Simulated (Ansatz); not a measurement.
Caution, from a PySCF single point (B3LYP-D3(BJ)/def2-TZVPD) at this geometry: the highest occupied level lies above zero, so the state may not be bound. This triplet is an excited state, 0.48 eV above the relaxed singlet at the level frozen-core CCSD(T)/aug-cc-pVTZ // B3LYP-D3(BJ)/def2-TZVPD (Ansatz, a quantum-chemistry and plane-wave program).

A geometry relaxed with Ansatz with B3LYP-D3(BJ)/def2-TZVPD, charge -1, multiplicity 3:

```xyz
6

B     -0.7780    -0.7784     0.2638
H      2.4341    -0.8814     0.3685
H     -2.1543     0.5435    -0.2445
H      1.4621     1.4935    -0.5049
O     -2.0840    -0.3652     0.0862
Al     1.1201    -0.0120     0.0309
```

**Question.** Write the SMILES of this molecule.

**Answer.** `O[B-][AlH2]`
